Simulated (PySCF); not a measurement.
# Dipole response of Fe⁺ (iron, charge +1)

[Ar] 3d6 4s1, high-spin 6D determinant. Calculation: PySCF 2.14, in aug-cc-pVDZ-DK (7s6p4d2f, 59 functions); scalar relativity by spin-free X2C-1e. Coupled (time-dependent) response in atomic units; α is the mean over directions. A double-zeta set is small for polarisabilities.

| method | mean α (bohr³) | α xx, yy, zz | C₆ (like pair) | S(−4) |
| --- | --- | --- | --- | --- |
| r2SCANh | 27.12 | 26.81, 26.81, 27.74 | 142.5 | 548.1 |

S(−4) is the Cauchy moment in α(ω) = α(0) + S(−4) ω² + …

α(iu) at r2SCANh:

| u (hartree) | α(iu) (bohr³) |
| --- | --- |
| 0 | 27.12 |
| 0.0500 | 25.82 |
| 0.100 | 22.68 |
| 0.200 | 15.75 |
| 0.300 | 11.01 |
| 0.500 | 6.365 |
| 0.750 | 4.039 |
| 1.00 | 2.927 |
| 1.50 | 1.840 |
| 2.00 | 1.302 |
| 3.00 | 0.7728 |
| 5.00 | 0.3701 |

For an ion, C₆ is the dispersion term alone; charge-induced terms of lower order in 1/R come first.

The components differ because the open shell of this determinant is not spherical; for a pure term their mean is the scalar polarisability.
